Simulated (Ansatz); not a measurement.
`BB(C)OC` and `CBOC` differ in one atom or group.

Ansatz, PBE0-D4/def2-TZVP geometries, multiplicity 1. Each molecule was computed in one conformer, which needn't be the lowest.

```json
{"property": "HOMO–LUMO gap (PBE/def2-TZVPP) / eV", "`BB(C)OC`": "3.41"}
{"property": "HOMO–LUMO gap (ωB97M-V/def2-TZVPP) / eV", "`BB(C)OC`": "10.03"}
{"property": "HOMO energy (PBE/def2-TZVPP) / eV", "`BB(C)OC`": "-6.20"}
{"property": "LUMO energy (ωB97M-V/def2-TZVPP) / eV", "`BB(C)OC`": "0.20"}
{"property": "HOMO–LUMO gap (PBE0/def2-TZVPP) / eV", "`BB(C)OC`": "5.79"}
{"property": "LUMO energy (PBE0/def2-TZVPP) / eV", "`BB(C)OC`": "-1.76"}
```

Question: What does the change do to each property? (Best estimate.)

Answer: The calculation gave: 
```tsv
property	`CBOC`	shift
HOMO–LUMO gap (PBE/def2-TZVPP) / eV	6.14	2.73
HOMO–LUMO gap (ωB97M-V/def2-TZVPP) / eV	12.80	2.77
HOMO energy (PBE/def2-TZVPP) / eV	-6.90	-0.70
LUMO energy (ωB97M-V/def2-TZVPP) / eV	2.07	1.87
HOMO–LUMO gap (PBE0/def2-TZVPP) / eV	8.61	2.82
LUMO energy (PBE0/def2-TZVPP) / eV	0.24	2.00
```

With PBE0 the HOMO falls by 0.82 eV and the LUMO rises by 2.00 eV, so the gap widens by about 2.82 eV. PBE moves the HOMO by -0.70 eV and ωB97M-V by -0.90 eV.
